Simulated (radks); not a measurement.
Cu2+, 27 electrons, occupied as [Ar] 3d9 (the NIST ground configuration).

Method: scalar-relativistic Kohn-Sham, SCAN, spin-polarised, spherical densities, finite nucleus; open shells are filled with parallel spins first; meta-GGA in the generalised Kohn-Sham scheme; Fermi nuclear charge, rms radius 3.8823 fm; computed with a radial shooting solver on a logarithmic mesh with Libxc functionals.

Energy parts (eV):
part                       energy
total                  -45012.752
kinetic                 45684.959
electron-nucleus      -107710.212
Hartree                 18844.088
exchange-correlation    -1831.588

Orbitals (lengths in bohr, moments of r in powers of bohr; r(90%) holds 90 % of the orbital's charge):
orbital  occ.  eigenvalue (eV)  r(90%)
1s up       1        -8904.514  0.0932
1s down     1        -8904.512  0.0932
2s up       1        -1099.685   0.364
2s down     1        -1098.846   0.363
2p up       3        -950.6282   0.337
2p down     3        -950.0045   0.337
3s up       1        -145.2137    1.06
3s down     1        -143.6990    1.06
3p up       3        -100.8376    1.15
3p down     3         -99.3347    1.15
3d up       5         -30.4108    1.58
3d down     4         -29.0102    1.61

The highest occupied level is 3d down at -29.010 eV. The spin density at the nucleus is -0.353 e/bohr^3 (1s -0.012, 2s -1.010, 3s 0.668). Summed over all electrons, <r^2> = 15.44 bohr^2, which gives a Langevin (diamagnetic) susceptibility term of -12.2 x 10^-6 cm^3/mol. The electron density at the nucleus is 2.238e+04 e/bohr^3 (large components only). Spin moment in Bohr magnetons: 1. The density falls to 0.001 e/bohr^3 at r = 2.91 bohr.
